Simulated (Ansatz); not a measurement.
Start from `F[CH2][AlH][GeH3]` and change one atom or group to get `F[CH2][AlH2]`.

Ansatz, PBE0-D4/def2-TZVP geometries, multiplicity 1. Each molecule was computed in one conformer, which needn't be the lowest.

Scalar relativity is left out up to krypton.

```json
{"property": "size of the dipole moment (PBE/def2-TZVPP) / D", "`F[CH2][AlH][GeH3]`": "1.59"}
{"property": "HOMO energy (PBE0/def2-TZVPP) / eV", "`F[CH2][AlH][GeH3]`": "-7.51"}
{"property": "LUMO energy (ωB97M-V/def2-TZVPP) / eV", "`F[CH2][AlH][GeH3]`": "-0.31"}
{"property": "HOMO–LUMO gap (PBE/def2-TZVPP) / eV", "`F[CH2][AlH][GeH3]`": "3.62"}
{"property": "HOMO energy (PBE/def2-TZVPP) / eV", "`F[CH2][AlH][GeH3]`": "-6.30"}
{"property": "size of the dipole moment (B3LYP/def2-TZVPP) / D", "`F[CH2][AlH][GeH3]`": "1.80"}
```

Question: Give the same properties after the change, and the shifts. (Estimate.)

Answer: The calculation gave: 
| property | `F[CH2][AlH2]` | shift |
| --- | --- | --- |
| size of the dipole moment (PBE/def2-TZVPP) / D | 1.39 | -0.20 |
| HOMO energy (PBE0/def2-TZVPP) / eV | -7.84 | -0.33 |
| LUMO energy (ωB97M-V/def2-TZVPP) / eV | -0.01 | 0.30 |
| HOMO–LUMO gap (PBE/def2-TZVPP) / eV | 4.03 | 0.41 |
| HOMO energy (PBE/def2-TZVPP) / eV | -6.40 | -0.10 |
| size of the dipole moment (B3LYP/def2-TZVPP) / D | 1.55 | -0.25 |

With PBE0 the HOMO falls by 0.33 eV and the LUMO rises by 0.34 eV, so the gap widens by about 0.67 eV. PBE moves the HOMO by -0.10 eV and ωB97M-V by -0.56 eV. Dipoles are sizes alone; their direction can turn.

B3LYP here is the variant with VWN-RPA as its local correlation; programs differ in this.
